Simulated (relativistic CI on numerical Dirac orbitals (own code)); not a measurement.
**Hyperfine structure of Ta³⁺, mass number 181**

Calculated at this level of theory: Dirac-Coulomb-Breit CI, orbitals from a KLI potential per configuration, QED by a radiative potential, valence Slater integrals scaled by 0.85, P86 correlation energy added to each configuration (own radial code, finite nucleus).

Configurations in the expansion (outside the closed core [Kr] 4d10 5s2): 4f14 5p6 5d2, 4f14 5p6 5d 6s, 4f14 5p6 6s2, 4f14 5p6 5d 6p, 4f14 5p6 5d 5f, 4f14 5p6 6s 6p, 4f14 5p6 5d 5g, 4f14 5p6 5d 6d, 4f14 5p6 5d 7s, 4f14 5p6 5f2, 4f14 5p6 5d 7p, 4f14 5p6 6p2, 4f14 5p5 5d3, 4f14 5p6 5d 7d, 4f14 5p6 6s 7s, 4f13 5p6 5d3. Levels of other configurations are missing.

Nuclear spin I = 7/2, μ = 2.365 μN, Q = 3.17 b (tables of Stone and Pyykkö). The electronic factors are computed for point nuclear moments, without core polarisation; leaving it out makes A of s and p electrons in near-neutral atoms 20 to 40 % too small, and it can dominate for d and f shells.

```
              Level  E (eV)  A (MHz)  B (MHz)
  4f14 5p6 5d2 3F_2  0.0000    793.7      767
  4f14 5p6 5d2 3F_3  0.4762    458.9     1040
  4f14 5p6 5d2 3F_4  0.9241    361.1     1820
  4f14 5p6 5d2 1D_2  1.2674    445.6    -1410
  4f14 5p6 5d2 3P_1  1.6095   -63.52     1110
  4f14 5p6 5d2 3P_2  2.0412    299.4    -1940
  4f14 5p6 5d2 1G_4  2.1929    443.5     6200
4f14 5p6 5d 6s 3D_1  3.9742    -4107     1350
```

Levels with J = 0, under 50 % of one LS term, or S terms without an open s electron are left out. Small factors come from cancelling terms and can be off by tens of per cent or more.

Correlation outside the listed configurations is missing or only estimated: errors of thousands of cm⁻¹ between configurations and terms are usual at this charge. Rates and lifetimes follow the computed energies and can be off by large factors. The fine structure of a lone outer electron comes out too small, for d and f at times inverted, and misplaced configurations move strength between like terms.

Problem. Give the hyperfine levels of 4f14 5p6 5d2 3F_2 relative to its centre of gravity.

Solution. With K = F(F + 1) − I(I + 1) − J(J + 1), E = AK/2 + B[¾K(K + 1) − I(I + 1)J(J + 1)]/[2I(2I − 1)J(2J − 1)]: F = 3/2: -6733, F = 5/2: -5091, F = 7/2: -2600, F = 9/2: 930.3, F = 11/2: 5748 MHz.

LS names give the leading component of a level, which can be under half, so a name can repeat, a term be missing and a line seem to break the LS rules.
